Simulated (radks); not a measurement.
Q: All-electron calculation, scalar-relativistic Kohn-Sham, PBEsol, spin-polarised, spherical densities, finite nucleus; open shells are filled with parallel spins first (spin-orbit coupling, left out, can overturn this in heavy ions); Fermi nuclear charge, rms radius of each element as measured or else 0.836 A^(1/3) + 0.57 fm. Program: a radial shooting solver on a logarithmic mesh with Libxc functionals. Each species is in its NIST ground configuration. Rank Ni2+, Pt2+, Pd2+ by radius at which the density is 0.001 e/bohr^3 (bohr), largest first.

A: Pt2+ 3.55, Pd2+ 3.35, Ni2+ 2.96.
